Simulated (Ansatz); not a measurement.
Z-matrix (Å, degrees):
```
C
Al 1 1.965
N 1 1.467 2 109.7
H 1 1.101 2 113.1 3 -129.6
H 1 1.098 2 105.5 3 116.1
O 2 1.695 1 119.5 3 -9.0
O 2 1.693 1 124.3 3 171.1
H 3 1.012 1 111.0 2 -67.4
H 3 1.013 1 111.4 2 174.1
H 6 0.958 2 117.8 1 -7.5
H 7 0.954 2 123.9 1 -2.8
```

Total charge 0; spin multiplicity 1.

(1) List the r2SCAN/def2-TZVPP orbital energies in eV (Ansatz). (An estimate is asked.)

## Answers

(1) Computed: Occupied: -1516.43, -515.14, -514.98, -385.00, -273.21, -109.98, -70.32, -70.10, -70.09, -25.40, -25.14, -22.96, -16.73, -12.85, -12.47, -11.69, -11.32, -10.08, -8.82, -8.06, -7.95, -7.45, -7.06, -5.68. Lowest empty: -0.42, 0.03, 0.71, 1.69, 2.19, 2.77, 3.03, 3.24.
